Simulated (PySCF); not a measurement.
**Correlation energy of Tm²⁺ (thulium, charge +2)**

[Xe] 4f12 6p1, one real determinant (an excited configuration). Calculation: PySCF 2.14, in ANO-RCC-VTZP; the spin-free X2C one-electron Hamiltonian (Gaussian nucleus). Frozen: [Kr] 4d10; 21 electrons correlated.

MP2 pair energies summed by pair of shells (mhartree):

| pair | energy | share (%) |
| --- | --- | --- |
| 4f-4f | -516.33 | 49.6 |
| 4f-5p | -273.18 | 26.2 |
| 5p-5p | -129.59 | 12.4 |
| 4f-5s | -61.33 | 5.9 |
| 5s-5p | -32.75 | 3.1 |
| 5p-6p | -13.58 | 1.3 |
| 4f-6p | -7.91 | 0.8 |
| 5s-5s | -6.41 | 0.6 |
| 5s-6p | -0.69 | 0.1 |

Total MP2 correlation energy: -1041.8 mhartree.

Same-spin part -400.61 and opposite-spin part -641.16 mhartree; SCS-MP2 scales them by 1/3 and 6/5 to -902.93 mhartree.

The reference is one real determinant that mixes LS terms of this configuration.
